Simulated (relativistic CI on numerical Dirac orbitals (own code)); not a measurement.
d1 to d9 in one tetrahedral field

Computed with a parametric ligand-field model without spin-orbit coupling, by exact diagonalisation: B = 880, C = 3730, 10Dq = -5700 cm⁻¹ (Td; |10Dq|/B = 6.5) for every shell. Energies in cm⁻¹; the field energy is (0.6 n_e − 0.4 n_t2) × 10Dq of the ground term; g labels are left out.

```
Shell  Ground term  Electrons in e  Field energy  First spin-allowed bands  Lowest term of other spin
   d1           2E           1.000         -3420                  2T2 5700                           
   d2          3A2           2.000         -6840        3T2 5700, 3T1 9755                   1E 13785
   d3          4T1           1.895         -3962       4T2 4867, 4A2 10567                   2E 11717
   d4            ?               ?             ?                         ?                          ?
   d5          6A1           2.000             0                      none                  4T1 24003
   d6           5E           3.000         -3420                  5T2 5700                  3T1 15320
   d7          4A2           4.000         -6840        4T2 5700, 4T1 9755                   2E 16779
   d8          3T1           3.895         -3962       3T2 4867, 3A2 10567                  1T2 13071
   d9          2T2           4.000         -2280                   2E 5700
```

Question: Fill in the row of d4.

Answer: Ground term: 5T2; Electrons in e: 2.000; Field energy: -2280; First spin-allowed bands: 5E 5700; Lowest term of other spin: 3T1 14781. Every shell keeps the spin of the free ion. Tetrahedral fields of 3d complexes are almost always too weak to pair spins. High-spin d^(n+5) repeats the spin-allowed bands of d^n, since the half-filled shell is spherical.
